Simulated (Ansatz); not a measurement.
`CO[SiH2][SiH2]O` + `F[SiH2]P` → `O[SiH2][SiH2]P` + `CO[SiH2]F`  (redistribution)

Calculated with Ansatz (gas phase, PBE0-D4/def2-TZVP geometries, no zero-point term in ΔE). CCSD(T)/CBS is the MP2 limit (def2-TZVPP, def2-QZVPP) plus CCSD(T) − MP2 in def2-TZVPP, frozen cores. Functionals use def2-TZVPP. Each species was taken in one conformer, which may not be the lowest.

| level | ΔE (kJ/mol) |
| --- | --- |
| r2SCAN-D4 | -38.4 |
| HF/def2-TZVPP | -40.8 |
| HF/def2-QZVPP | -41.0 |
| SCS-MP2/def2-QZVPP | -39.6 |

Question: What does CCSD(T)/CBS give? (Estimate.)

Answer: Ansatz gave: -39.2 kJ/mol. The listed levels differ from it by 0.8, -1.6, -1.8, -0.4 kJ/mol.

Largest T1 diagnostic among the species: 0.013.

CCSD(T)/CBS has its own doubt, a few kJ/mol and more with outer-core shells, so smaller differences from it don't rank the levels.
